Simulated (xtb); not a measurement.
BrSi (SMILES [Si]Br), doublet, at a GFN2-xTB geometry. Base run: GFN2-xTB in xtb.

xtb was given this input:
```
$ xtb mol.xyz --gfn 2 --uhf 1 --json

# file mol.xyz
2

Si    -0.00000000    -0.00000000    -1.67392232
Br     0.00000000     0.00000000     0.66956893
```

Variants of this job, named by their change:

| change | ΔE vs base (kJ/mol) | dipole (D) | G_solv (kcal/mol) | SCF cycles |
|---|---|---|---|---|
| base | 0.00 | 3.98 | - | 21 |
| alpb = methanol | -10.39 | 4.25 | -3.00 | 15 |
| etemp = 5000 | -59.8 | 3.77 | - | 16 |
| gbsa = toluene | -15.95 | 4.20 | -4.15 | 16 |
| acc = 0.0001 | 0.00 | 3.98 | - | 27 |
| alpb = chcl3 | -15.17 | 4.28 | -4.29 | 15 |
| gbsa = methanol | -16.41 | 4.25 | -4.47 | 14 |
| acc = 30 | 0.00 | 3.98 | - | 20 |

ALPB and GBSA are two models with their own fitted parameters for each solvent, which aren't always the measured dielectric constant.
